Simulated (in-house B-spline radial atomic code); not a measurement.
Radial electron density of Ba VI (Ba5+), [Ar] 3d9 4s2 4p6 4d10 4f1 5s2 5p3. Level of theory: Dirac-Hartree-Fock, average of configuration, Fermi nucleus of rms radius 4.8378 fm; calculated with a radial B-spline atomic code at the basis-set limit.

Columns: r (bohr), 4πr²n(r) (electrons per bohr), bar.

```
 0.00101    2.478 #
 0.00124    3.513 ##
 0.00152    4.938 ##
 0.00187    6.932 ###
 0.00231    9.705 ####
 0.00284    13.34 ######
 0.00349    18.06 ########
 0.00429    24.07 ###########
 0.00528    31.49 ###############
  0.0065    40.16 ###################
   0.008    49.67 #######################
 0.00984    59.14 ###########################
  0.0121    67.37 ###############################
  0.0149    72.95 ##################################
  0.0183    74.62 ##################################
  0.0225    72.41 #################################
  0.0277    68.02 ###############################
  0.0341    65.16 ##############################
   0.042    67.89 ###############################
  0.0516    77.33 ####################################
  0.0635    89.39 #########################################
  0.0782    95.44 ############################################
  0.0962    89.39 #########################################
   0.118    75.82 ###################################
   0.146    67.39 ###############################
   0.179    72.13 #################################
    0.22    79.01 ####################################
   0.271    70.33 ################################
   0.334    46.86 ######################
    0.41    30.07 ##############
   0.505     30.3 ##############
   0.621    34.61 ################
   0.764    29.25 #############
    0.94    17.92 ########
    1.16    9.779 #####
    1.42     6.43 ###
    1.75    4.255 ##
    2.15     2.12 #
    2.65   0.6595 
    3.26   0.1186 
    4.01  0.01099 
    4.93 0.000462 
    6.07 7.123e-06
```

On this grid the curve has 4 maxima, near 0.0183, 0.0782, 0.22, 0.621 bohr.

The 5p3/2 radial function P(r) = rR(r), positive near the nucleus, with its small component Q(r) (sign convention: Q ≈ (P' + κP/r)/2c):

```tsv
r (bohr)	P	Q
0.00152	0.0009622	-9.956e-05
0.00231	0.002135	-0.0002212
0.00349	0.004633	-0.0004806
0.00528	0.009905	-0.00103
0.008	0.02068	-0.00216
0.0121	0.04135	-0.004352
0.0183	0.07771	-0.008294
0.0277	0.1326	-0.01456
0.042	0.1925	-0.02253
0.0635	0.2059	-0.02836
0.0962	0.08972	-0.02486
0.146	-0.1656	-0.007591
0.22	-0.3069	0.01209
0.41	0.2607	0.006083
0.621	0.441	-0.00888
0.94	-0.2109	-0.006542
1.42	-0.8682	0.002777
2.15	-0.6849	0.00444
3.26	-0.183	0.001363
4.93	-0.01237	9.724e-05
```
